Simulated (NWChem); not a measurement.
System: CH$_{4}$AlClOS; SMILES [Cl][Al]([SH])[O]C

Parts of the log:

```
             Northwest Computational Chemistry Package (NWChem) 7.3.0
             --------------------------------------------------------

 CS  symmetry detected

                             Geometry "geometry" -> ""
                             -------------------------

 Output coordinates in angstroms (scale by  1.889725989 to convert to a.u.)

  No.       Tag          Charge          X              Y              Z
 ---- ---------------- ---------- -------------- -------------- --------------
    1 Al                  13.0000     0.05406881    -0.11188458     0.00000000
    2 Cl                  17.0000    -1.97765279     0.47355166     0.00000000
    3 O                    8.0000     1.30262710     1.03857666     0.00000000
    4 C                    6.0000     1.43395653     2.43677926     0.00000000
    5 H                    1.0000     2.00085616     2.77193351    -0.89696340
    6 H                    1.0000     0.45323835     2.96540845     0.00000000
    7 H                    1.0000     2.00085616     2.77193351     0.89696340
    8 S                   16.0000     0.63181436    -2.21370313     0.00000000
    9 H                    1.0000    -0.67153346    -2.61519291     0.00000000

 Effective nuclear repulsion energy (a.u.)     321.7392493264

      Symmetry information
      --------------------

 Group name             Cs
 Group number              2
 Group order               2
 No. of unique centers     8

                                Z-matrix (autoz)
                                --------

 Units are Angstrom for bonds and degrees for angles

[...]

      ----------------------
      Optimization converged
      ----------------------

  Step       Energy      Delta E   Gmax     Grms     Xrms     Xmax
  ---- ---------------- -------- -------- -------- -------- --------
@   10   -1210.59597043 -1.6D-07  0.00004  0.00001  0.00062  0.00143
                                     ok       ok       ok       ok

                                Z-matrix (autoz)
                                --------

 Units are Angstrom for bonds and degrees for angles

[...]

 Rotational Constants
 --------------------
 A=   0.071215 cm-1  (  0.102460 K)
 B=   0.057678 cm-1  (  0.082984 K)
 C=   0.032061 cm-1  (  0.046127 K)

 Temperature                      =   298.15K
 frequency scaling parameter      =   1.0000

 Zero-Point correction to Energy  =   33.312 kcal/mol  (  0.053086 au)
 Thermal correction to Energy     =   38.528 kcal/mol  (  0.061398 au)
 Thermal correction to Enthalpy   =   39.120 kcal/mol  (  0.062342 au)

 Total Entropy                    =   93.332 cal/mol-K
   - Translational                =   40.388 cal/mol-K (mol. weight = 125.9487)
   - Rotational                   =   28.882 cal/mol-K (symmetry #  =        1)
   - Vibrational                  =   24.062 cal/mol-K

 Cv (constant volume heat capacity) =   24.273 cal/mol-K
   - Translational                  =    2.979 cal/mol-K
   - Rotational                     =    2.979 cal/mol-K
   - Vibrational                    =   18.314 cal/mol-K

[normal modes left out]

 ----------------------------------------------------------------------------
 Normal Eigenvalue ||           Projected Infra Red Intensities
  Mode   [cm**-1]  || [atomic units] [(debye/angs)**2] [(KM/mol)] [arbitrary]
 ------ ---------- || -------------- ----------------- ---------- -----------
    1       -0.000 ||    0.000509           0.012         0.496       0.143
    2       -0.000 ||    0.000024           0.001         0.024       0.007
    3       -0.000 ||    0.000101           0.002         0.098       0.028
    4       -0.000 ||    0.000255           0.006         0.249       0.072
    5       -0.000 ||    0.000047           0.001         0.046       0.013
    6       -0.000 ||    0.000160           0.004         0.156       0.045
    7       56.335 ||    0.006675           0.154         6.507       1.871
    8       60.674 ||    0.000024           0.001         0.024       0.007
    9       84.061 ||    0.003803           0.088         3.707       1.066
   10      126.445 ||    0.013973           0.322        13.622       3.917
   11      204.937 ||    0.073195           1.689        71.354      20.518
   12      210.679 ||    0.024330           0.561        23.718       6.820
   13      243.393 ||    0.022103           0.510        21.547       6.196
   14      364.774 ||    0.013134           0.303        12.803       3.682
   15      554.285 ||    0.128842           2.972       125.601      36.117
   16      689.330 ||    0.031885           0.736        31.083       8.938
   17      750.451 ||    0.013621           0.314        13.279       3.818
   18     1179.619 ||    0.031557           0.728        30.763       8.846
   19     1181.111 ||    0.000026           0.001         0.026       0.007
   20     1251.578 ||    0.417198           9.625       406.705     116.950
   21     1530.412 ||    0.017929           0.414        17.478       5.026
   22     1568.999 ||    0.002913           0.067         2.840       0.817
   23     1572.996 ||    0.006625           0.153         6.458       1.857
   24     2473.483 ||    0.010051           0.232         9.799       2.818
   25     3027.171 ||    0.078923           1.821        76.938      22.124
   26     3087.399 ||    0.033672           0.777        32.825       9.439
   27     3095.240 ||    0.031604           0.729        30.809       8.859
 ----------------------------------------------------------------------------
```

Level: B3LYP/3-21G. 

Write an input that gives this output.

Several could match; the one computed here: the input that was run:
```
start job
memory heap 200 mb stack 900 mb global 1100 mb
geometry units angstroms
  Al     0.261930     0.052828     0.025249
  Cl    -1.589956    -0.830792     0.535506
  O      0.420004     1.735224    -0.139114
  C     -0.392208     2.875728    -0.030577
  H     -0.407363     3.432781    -0.993750
  H     -1.445789     2.634817     0.239952
  H      0.009396     3.563951     0.746158
  S      2.044373    -1.156004    -0.310985
  H      1.360650    -2.309069    -0.060239
end
basis spherical
  * library 3-21g
end
dft
  xc b3lyp
  iterations 150
end
driver
  maxiter 120
end
task dft optimize
task dft freq
```
